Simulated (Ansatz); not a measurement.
A nudged elastic band was laid between two geometries of CH5AlClN (9 atoms, charge 0, multiplicity 1).

All numbers below come from Ansatz, RKS PBE/def2-SVP.

```json
{"movable images": "5", "climbing image": "yes", "spring": "5.0 eV/Å²", "optimiser": "quadratic models (default)", "start path": "IDPP", "force threshold": "0.05 eV/Å", "iteration limit": "60", "end points": "relaxed"}
```

First end point:

```xyz
9
Properties=species:S:1:pos:R:3
C -0.210 1.375 -0.614
Al -0.201 -0.541 -0.234
N 0.599 -1.261 1.183
Cl -1.170 -1.920 -1.537
H 0.318 1.588 -1.567
H 0.281 1.966 0.187
H -1.248 1.751 -0.732
H 0.618 -2.262 1.391
H 1.102 -0.743 1.906
```

Last end point:

```xyz
9
Properties=species:S:1:pos:R:3
C 0.370 1.321 -0.661
Al 0.075 -0.567 -0.260
N -0.594 -1.153 1.281
Cl 0.556 -2.076 -1.685
H -0.189 1.622 -1.572
H 1.444 1.516 -0.867
H 0.056 1.985 0.169
H -0.756 -2.136 1.512
H -0.873 -0.558 2.064
```

**Question.** Which bonds break or form, and what moves?

**Answer.** No bond is made or broken. The dihedral H7–C1–Al2–Cl4 goes from 55 to 179°. The two ends are copies of one structure, up to a mirror image or an exchange of like atoms.

**Question.** What energy profile does the band end with?

**Answer.** The forces met the threshold. The highest image is number 3 of 0 to 6, 0.012 eV above the ends, which have the same energy within 2 meV. A vibrational analysis at the climbing image gives one clearly imaginary mode, 69i cm⁻¹: a first-order saddle point.

| image | path coordinate (Å) | energy (eV) | dihedral H7–C1–Al2–Cl4 (°) |
| --- | --- | --- | --- |
| 0 | 0.00 | 0.000 | 55 |
| 1 | 0.57 | 0.002 | 76 |
| 2 | 1.14 | 0.009 | 98 |
| 3 | 1.71 | 0.012 | 119 |
| 4 | 2.26 | 0.010 | 139 |
| 5 | 2.82 | 0.003 | 159 |
| 6 | 3.37 | 0.000 | 179 |

**Question.** What is the geometry of the highest image?

**Answer.** 
```xyz
9
Properties=species:S:1:pos:R:3
C 0.120 1.350 -0.694
Al 0.002 -0.561 -0.299
N -0.135 -1.209 1.354
Cl 0.031 -2.015 -1.856
H 0.221 1.531 -1.783
H 0.993 1.814 -0.189
H -0.784 1.890 -0.343
H -0.197 -2.201 1.589
H -0.162 -0.644 2.205
```

Time of the run: 54 s on 1 thread of Arm Neoverse V1, on a shared host, peak memory 0.12 GiB.
